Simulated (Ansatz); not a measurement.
Basis sets compared for (H2Al-mu-SH)2 (Al2H6S2). Charge 0, multiplicity 1. Geometry B3LYP-D4/def2-SVP. Ansatz on 4 threads of Arm Neoverse V1 on a shared host; times are rough, and most runs start from earlier orbitals.

Cartesian coordinates in Å:
```
Al 0.248 -1.308 -0.975
H -0.247 -2.673 -0.351
H 0.926 -1.085 -2.382
S 1.635 -0.191 0.634
Al 0.016 1.576 0.490
H -0.607 1.805 1.924
H 0.625 2.663 -0.477
S -1.535 0.292 -0.818
H 1.105 -0.789 1.727
H -2.166 -0.290 0.228
```

Binding counts from free atoms (Al doublet, H doublet, S triplet) in the same basis, without a counterpoise term.

| level | functions | energy (Eh) | HOMO (eV) | LUMO (eV) | binding per atom (eV) | wall time |
| --- | --- | --- | --- | --- | --- | --- |
| HF/STO-3G | 42 | -1267.9871 | -7.77 | 9.76 | 3.29 | 0.15 s |
| PBE-D4/def2-SVP | 102 | -1283.9234 | -7.17 | -1.34 | 2.85 | 1.1 s |
| PBE0-D4/def2-SVP | 102 | -1284.0496 | -8.40 | -0.50 | 2.84 | 1.4 s |

Problem. Estimate the rows for HF/def2-TZVP, PBE-D4/def2-TZVP, PBE0-D4/def2-TZVP (with forces).

Solution. 
```tsv
level	functions	energy (Eh)	HOMO (eV)	LUMO (eV)	binding per atom (eV)	wall time
HF/def2-TZVP	184	-1282.5423	-11.20	2.22	2.15	1.5 s
PBE-D4/def2-TZVP	184	-1284.3747	-7.15	-1.52	2.84	1.9 s
PBE0-D4/def2-TZVP (with forces)	184	-1284.4944	-8.35	-0.66	2.84	4.2 s
```
